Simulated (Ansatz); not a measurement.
Job for Ansatz (a program for electronic structure): R-PBE0/def2-TZVPPD on H2 (SMILES [H][H]) with ghost functions, monomers drawn apart or pushed together. Files ending in .json are basis or fitting sets from the Basis Set Exchange.

Ansatz 0.2 input:
```yaml
crystal:
  periodic: [false, false, false]
  atoms:
    - {symbol: H, position_ang: [0.08252848, -0.06098814, 4.94692880]}
    - {symbol: H, position_ang: [0.06654107, -0.05026760, 4.20318545]}
basis:
  gaussian:
    orbitals: def2-TZVPPD.json
    ghost_atoms:
      - {symbol: C, position_ang: [-0.01987932, 0.01484188, -0.13400056]}
      - {symbol: H, position_ang: [-0.04396800, 0.02985984, -1.22286511]}
      - {symbol: H, position_ang: [-1.03698600, -0.05170507, 0.25018779]}
      - {symbol: H, position_ang: [0.55369735, -0.84723041, 0.20406149]}
      - {symbol: H, position_ang: [0.44769498, 0.92846061, 0.23092090]}
hamiltonian:
  xc: {name: PBE0}
scf: {lower_state_search: off}
```

The head of its log:

```
WARN ansatz: RAYON_NUM_THREADS=2 ignored (pool sized by the plan → 2); use --threads N
Functional definition: PBE0
these checks for a lower state are left out or cut short: stability, starts, cluster_reference, orbital_swaps, neighbouring_geometries, increment
integrals: 0.02 GiB planned
482 factors; their error is unknown
mean field: 0.30 GiB planned
mean field evaluation 1: about -31.7090 eV, gradient 5.4e0 eV
mean field evaluation 2: about -31.7976 eV, gradient 8.1e-1 eV
```

Problem. What total energy does the run end on?

Solution. -1.1685 hartree.
